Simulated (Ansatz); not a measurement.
Basis-set series for CH₃GaO. Total charge 0; spin multiplicity 1. The bonds changed during the relaxation, so this is another structure than the one it started from. Geometry: relaxed with PBE0-D4/def2-TZVP.

Cartesian coordinates in Å:
```
C 0.036 0.307 0.470
O -0.050 -0.446 -0.692
Ga -0.169 -1.425 -2.176
H 0.544 -0.252 1.265
H -0.960 0.583 0.835
H 0.599 1.233 0.298
```

```json
{"functional": "PBE0-D4", "basis": "def2-SVP", "functions": "75", "energy (Eh)": "-2039.29269", "HOMO (eV)": "-7.28", "LUMO (eV)": "-0.72"}
{"functional": "PBE0-D4", "basis": "def2-QZVPP", "functions": "293", "energy (Eh)": "-2039.72390", "HOMO (eV)": "-7.39", "LUMO (eV)": "-0.91"}
{"functional": "ωB97M-V", "basis": "def2-SVP", "functions": "75", "energy (Eh)": "-2039.52405", "HOMO (eV)": "-9.46", "LUMO (eV)": "1.01"}
{"functional": "ωB97M-V", "basis": "def2-QZVPP", "functions": "293", "energy (Eh)": "-2039.95717", "HOMO (eV)": "-9.59", "LUMO (eV)": "0.58"}
```

**Question.** Give the rows for def2-TZVPP. (Estimate.)

**Answer.** The calculation gave: 
```tsv
functional	basis	functions	energy (Eh)	HOMO (eV)	LUMO (eV)
PBE0-D4	def2-TZVPP	152	-2039.67379	-7.36	-0.82
ωB97M-V	def2-TZVPP	152	-2039.90858	-9.55	0.88
```

Positive LUMOs are unbound and depend on the basis. Scalar relativity is left out up to krypton.

All numbers were calculated with Ansatz.
